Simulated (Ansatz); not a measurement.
LaO, doublet, at a GFN2-xTB geometry (such geometries of metal compounds can be far from the true shape) (core potentials on La).

The Ansatz (a quantum-chemistry and plane-wave program) input:
Ansatz 0.2 input:
```yaml
crystal:
  periodic: [false, false, false]
  atoms:
    - {symbol: La, position_ang: [-0.00000000, -0.00000000, -0.24883547]}
    - {symbol: O, position_ang: [0.00000000, 0.00000000, 1.77295270]}
basis:
  gaussian:
    orbitals: def2-SVP
hamiltonian:
  xc: hf
magnetization: {spin_polarized: true, initial_magnetization: 1}
```

Q: Estimate the total energy that Ansatz with HF/def2-SVP returns for this input.

A: -105.934442 Ha

Q: Predict the number of basis functions from HF/def2-SVP.

A: 46

Q: Estimate the <S^2> that HF/def2-SVP returns for this input.

A: 0.760
